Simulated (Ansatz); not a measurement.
C₄H₅ (SMILES [CH]=CC=C), doublet (typed; the unrestricted solution is spin-contaminated), at a GFN2-xTB geometry. Base run: HF/def2-SV(P) in Ansatz (a quantum-chemistry and plane-wave program).

Ansatz was given this input:
Ansatz 0.2 input:
```yaml
crystal:
  periodic: [false, false, false]
  atoms:
    - {symbol: C, position_ang: [0.60085967, 1.81351297, 0.01556469]}
    - {symbol: C, position_ang: [0.61610420, 0.51445077, 0.00328056]}
    - {symbol: C, position_ang: [-0.56525911, -0.35580246, -0.00191456]}
    - {symbol: C, position_ang: [-0.48769899, -1.67890196, -0.01458395]}
    - {symbol: H, position_ang: [-0.11254112, 2.60487760, 0.02484085]}
    - {symbol: H, position_ang: [1.56076214, -0.02055891, -0.00416798]}
    - {symbol: H, position_ang: [-1.52208225, 0.14758648, 0.00526689]}
    - {symbol: H, position_ang: [0.45913300, -2.19376719, -0.02184815]}
    - {symbol: H, position_ang: [-1.36930637, -2.29769393, -0.01817201]}
basis:
  gaussian:
    orbitals: def2-SV_P_.json
hamiltonian:
  xc: hf
magnetization: {spin_polarized: true, initial_magnetization: 1}
```
The basis file holds def2-SV(P) in the JSON format of the Basis Set Exchange.

The bond that is stretched is that between atoms 9 and 4. A test that says stable can miss a lower solution.

Each row names what was changed in the base input (with any setting that the change needs).

```tsv
change	ΔE vs base (kcal/mol)	<S^2>	stability test says
base	0.000	1.224	minimum
spin_polarized = on; lower_state_search = off	0.000	1.224	undecided (no full test)
spin_polarized = on; lower_state_search = standard	0.000	1.224	minimum
bond × 1.25	19.30	1.238	minimum
spin_polarized = on; lower_state_search = off; bond × 1.25	19.30	1.238	undecided (no full test)
spin_polarized = on; lower_state_search = standard; bond × 1.25	19.30	1.238	minimum
bond × 1.5	52.36	1.401	minimum
spin_polarized = on; lower_state_search = off; bond × 1.5	52.36	1.401	undecided (no full test)
spin_polarized = on; lower_state_search = standard; bond × 1.5	52.36	1.401	minimum
bond × 1.8	76.1	1.967	minimum
spin_polarized = on; lower_state_search = off; bond × 1.8	76.1	1.967	undecided (no full test)
spin_polarized = on; lower_state_search = standard; bond × 1.8	76.1	1.967	minimum
bond × 2.2	85.4	2.253	minimum
spin_polarized = on; lower_state_search = off; bond × 2.2	85.4	2.253	undecided (no full test)
spin_polarized = on; lower_state_search = standard; bond × 2.2	85.4	2.253	minimum
bond × 3.0	88.1	2.357	minimum
spin_polarized = on; lower_state_search = off; bond × 3.0	88.1	2.357	undecided (no full test)
spin_polarized = on; lower_state_search = standard; bond × 3.0	88.1	2.357	minimum
```

On stretching, the SCF can end on different states; <S^2> shows the spin contamination of each.
